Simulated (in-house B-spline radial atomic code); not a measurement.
Successive ionisation energies of scandium; each step leads to the configuration of the next row (after the last: [He] 2s2 2p4). NIST's values go from ground level to ground level; the uncertainty of those that are theory runs from under 0.1 % in few-electron ions to several per cent in heavy many-electron ones. Computed with a radial B-spline atomic code at the basis-set limit: non-relativistic Hartree-Fock, average of the configuration, point nuclei.

```
  ion  configuration  ionisation energy (eV)  tabulated value (eV)  computed minus tabulated (eV)  highest orbital  largest mean radius (bohr)
   Sc   [Ar] 3d1 4s2                     5.5               6.56149                           -1.1               4s                      3.9597
  Sc+   [Ar] 3d1 4s1                    12.0              12.79977                           -0.8               4s                      3.5149
 Sc2+       [Ar] 3d1                    23.9              24.75684                           -0.9               3d                      1.5436
 Sc3+   [Ne] 3s2 3p6                    72.5               73.4894                           -1.0               3p                       1.136
 Sc4+   [Ne] 3s2 3p5                    91.7                 91.95                           -0.2               3p                      1.0962
 Sc5+   [Ne] 3s2 3p4                   112.0                110.68                            1.3               3p                      1.0607
 Sc6+   [Ne] 3s2 3p3                   133.3                137.99                           -4.6               3p                      1.0284
 Sc7+   [Ne] 3s2 3p2                   155.7                158.08                           -2.4               3p                     0.99868
 Sc8+   [Ne] 3s2 3p1                   179.0                180.03                           -1.1               3p                      0.9711
 Sc9+       [Ne] 3s2                   221.8                225.18                           -3.3               3s                     0.93807
Sc10+       [Ne] 3s1                   248.1               249.798                           -1.7               3s                     0.91784
Sc11+   [He] 2s2 2p6                   685.3                687.36                           -2.1               2p                     0.33913
Sc12+   [He] 2s2 2p5                   760.2                 757.7                            2.5               2p                     0.33363
```

(1) Where is the largest jump?

(2) How far is this level of theory from the measured and semi-empirical values?

Answers

(1) From Sc2+ to Sc3+, by a factor of 3.04 (23.878 to 72.475 eV); the highest orbital goes from 3d to 3p.

(2) Over those 13 rows the differences run from -4.64 to +2.53 eV (mean absolute value 1.8 eV). The calculation leaves out relativity, correlation and, in open shells, the multiplet splittings that an average leaves out.
